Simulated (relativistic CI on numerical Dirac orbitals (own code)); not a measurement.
# From line strength to rate: Sn I 2839.98 Å (air)

Problem. For 5s2 5p2 3P_2 – 5s2 5p 6s 3P°_2 of Sn I a semi-empirical relativistic CI calculation gives the line strength S = 8.909 e²a₀² in the length gauge. The measured levels are 3427.67 and 38628.88 cm⁻¹ (NIST Handbook). Find gf, f, A and the partial lifetime.

Working.
1. σ = 38628.88 − 3427.67 = 35201.21 cm⁻¹, so the vacuum wavelength is 10⁸/σ = 2840.81 Å.
2. gf = 303.756 S/λ(Å) = 0.9526, log gf = -0.021; with g = 5 for the lower level, f = 0.191.
3. A = 2.02613 × 10¹⁸ S/(g_u λ³) with g_u = 5: A = 1.57 × 10^8 s⁻¹.
4. The partial lifetime for this S is 1/A = 6.35 ns; in the calculation this line carries 69 % of the decay of the upper level.

Check. The Handbook lists A = 1.57 × 10^8 s⁻¹, a tabulated value with its own uncertainty (a few per cent for the best lines, 25 % or more for others); ours lies 0 % above it. The velocity form of the same calculation gives S = 5.93, and the gap between the two forms is a rough gauge of the error in S. With the computed energy (35217 cm⁻¹) in place of the measured one the rate would change by the factor (σ_calc/σ)³ = 1.00.
